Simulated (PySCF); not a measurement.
Computed with PySCF, PBE0, basis Ge def2-TZVP, F def2-TZVP (no relativity, density fitting). Open shells, if any, are unrestricted.

What spin state, shape and geometry does isolated GeF2 take (every ligand bound to Ge)?

Counting electrons, germanium keeps 2 of its valence electrons outside its bonds, so the VSEPR class is AX2E1 and the expected shape is bent (C2v), as computed. The lowest minimum found is a singlet of C2v symmetry with Ge–F 1.745 Å (×2); F–Ge–F 97.1°. Its harmonic wavenumbers are 259 (a1), 667 (b2), 694 (a1) cm⁻¹ and its dipole moment is 2.47 D.
